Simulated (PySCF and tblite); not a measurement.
Results of a calculation; reference values are marked as such.
C₇H₁₄O, numbered as in [CH3:1][O:2][CH:3]1[CH2:4][CH2:5][CH2:6][CH2:7][CH2:8]1.

Search: ETKDG and KDG, MMFF94s, GFN2-xTB, 90 starts; geometries at PBE0-D3(BJ)/def2-SVP. Energies: B3LYP-D3(BJ)/def2-SVPD (IEF-PCM, chloroform), with GFN2-xTB thermal terms (modes under about 100 cm⁻¹ blended into free rotors). Symmetry numbers and mirror images are counted. Conformers within 3 kcal/mol (GFN2-xTB free energy) were kept, 7 at most. Couplings: B3LYP/pcSseg-1 with pcJ-1 on H (gas phase; spin-dipole term only for pairs with B, N, F, Si or P). Couplings are for ¹H. Of two unlike H on one atom, a is the less shielded (wB97X-D/pcSseg-1 (IEF-PCM, chloroform)). Programs: PySCF with density fitting and tblite.

Torsions listed: C1–O2–C3–C4. The 6-ring runs over atoms 3–4–5–6–7–8. Of a mirror pair one member is shown.

```csv
conformer,shape,weight %
1,6-ring chair (all substituents equatorial); -164°,75.3
2,6-ring chair (O2 axial); -72°,24.7
```

(1) Give the couplings in each conformer and the averages at 298.15 K (pairs that fast motion interchanges averaged).

## Answers

(1) 
```json
{"coupling": "²J(H1,H1)", "pairs": "3", "1": "-11.5", "2": "-11.5", "average (Hz)": "-11.5"}
{"coupling": "³J(H3,H4a)", "pairs": "2", "1": "4.6", "2": "2.7", "average (Hz)": "4.1"}
{"coupling": "³J(H3,H4b)", "pairs": "2", "1": "11.4", "2": "3.9", "average (Hz)": "9.6"}
{"coupling": "⁴J(H3,H5a)", "pairs": "2", "1": "-0.7", "2": "-0.9", "average (Hz)": "-0.7"}
{"coupling": "²J(H4a,H4b)", "pairs": "2", "1": "-14.1", "2": "-15.1", "average (Hz)": "-14.3"}
{"coupling": "³J(H4a,H5b)", "pairs": "2", "1": "3.9", "2": "4.5", "average (Hz)": "4.1"}
{"coupling": "³J(H4a,H5a)", "pairs": "2", "1": "3.7", "2": "14.9", "average (Hz)": "6.5"}
{"coupling": "⁴J(H4a,H6a)", "pairs": "2", "1": "1.2", "2": "0.0", "average (Hz)": "0.9"}
{"coupling": "⁴J(H4a,H6b)", "pairs": "2", "1": "-0.6", "2": "-0.6", "average (Hz)": "-0.6"}
{"coupling": "⁴J(H4a,H8a)", "pairs": "1", "1": "2.1", "2": "0.7", "average (Hz)": "1.7"}
{"coupling": "³J(H4b,H5b)", "pairs": "2", "1": "14.9", "2": "3.2", "average (Hz)": "12.0"}
{"coupling": "³J(H4b,H5a)", "pairs": "2", "1": "4.3", "2": "4.1", "average (Hz)": "4.3"}
{"coupling": "⁴J(H4b,H6a)", "pairs": "2", "1": "-0.5", "2": "-0.6", "average (Hz)": "-0.5"}
{"coupling": "⁴J(H4b,H8b)", "pairs": "1", "1": "0.0", "2": "2.2", "average (Hz)": "0.6"}
{"coupling": "²J(H5b,H5a)", "pairs": "2", "1": "-15.1", "2": "-14.6", "average (Hz)": "-15.0"}
{"coupling": "³J(H5b,H6a)", "pairs": "2", "1": "4.2", "2": "4.1", "average (Hz)": "4.2"}
{"coupling": "³J(H5b,H6b)", "pairs": "2", "1": "14.2", "2": "3.3", "average (Hz)": "11.5"}
{"coupling": "⁴J(H5b,H7a)", "pairs": "2", "1": "-0.5", "2": "-0.6", "average (Hz)": "-0.6"}
{"coupling": "³J(H5a,H6a)", "pairs": "2", "1": "3.1", "2": "14.5", "average (Hz)": "5.9"}
{"coupling": "³J(H5a,H6b)", "pairs": "2", "1": "4.2", "2": "4.2", "average (Hz)": "4.2"}
{"coupling": "⁴J(H5a,H7a)", "pairs": "1", "1": "1.9", "2": "0.0", "average (Hz)": "1.5"}
{"coupling": "²J(H6a,H6b)", "pairs": "1", "1": "-14.8", "2": "-14.6", "average (Hz)": "-14.7"}
```
